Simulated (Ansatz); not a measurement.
# A geometry optimisation of GaH7Si2 with r2SCAN-D4/def2-SVP

The starting geometry of this gas-phase triplet was optimised with r2SCAN-D4.

```yaml
atoms:
  - { symbol: Ga, position_ang: [1.4266, -1.1831, -1.9245] }
  - { symbol: Si, position_ang: [-1.4763, -0.3016, -1.2445] }
  - { symbol: Si, position_ang: [-1.3968, -2.4836, -2.0598] }
  - { symbol: H, position_ang: [-2.5215, 0.5519, -1.8943] }
  - { symbol: H, position_ang: [-0.1584, 0.3159, -1.7262] }
  - { symbol: H, position_ang: [-1.5999, -0.2077, 0.2357] }
  - { symbol: H, position_ang: [0.5789, -1.7213, -0.5613] }
  - { symbol: H, position_ang: [-1.4778, -3.5317, -1.0061] }
  - { symbol: H, position_ang: [-2.3993, -2.7677, -3.1357] }
  - { symbol: H, position_ang: [-0.0528, -2.5494, -2.7939] }
```

Q: Predict what it relaxes into with r2SCAN-D4/def2-SVP.

A: A new bond forms, giving a structure given below by its coordinates. Distances that change by over a tenth: Ga1–H5 (2.19 → 1.70 Å), Si2–H5 (1.53 → 1.85 Å). Contacts that close: Ga1–Si2 (3.11 → 2.55 Å).

The energy falls by 1.35 eV over 24 steps:

```csv
step,E − E(last) (eV)
1,1.354
4,0.788
6,0.587
9,0.263
11,0.066
14,0.026
16,0.009
19,0.001
21,0.000
24,0.000
```

Final geometry (Å):

```xyz
10

Ga    1.2460   -0.5341   -1.2841
Si   -1.2953   -0.5122   -1.4874
Si   -1.6982   -2.6981   -2.2950
H    -1.7253    0.4989   -2.4999
H     0.0477    0.6019   -0.8827
H    -2.0599   -0.3092   -0.2155
H     1.6827   -1.4005   -0.0423
H    -1.1571   -3.6704   -1.2984
H    -3.1526   -2.9932   -2.5187
H    -0.9655   -2.8614   -3.5865
```

Frequencies at the end are all real (lowest 73 cm⁻¹). Open shells are spin-unrestricted. The triplet needn't be the ground state. Run with Ansatz 0.2.0, 3.1 min on 2 threads of AMD EPYC 7R43 64-Core Processor (Zen 3), on a shared host.
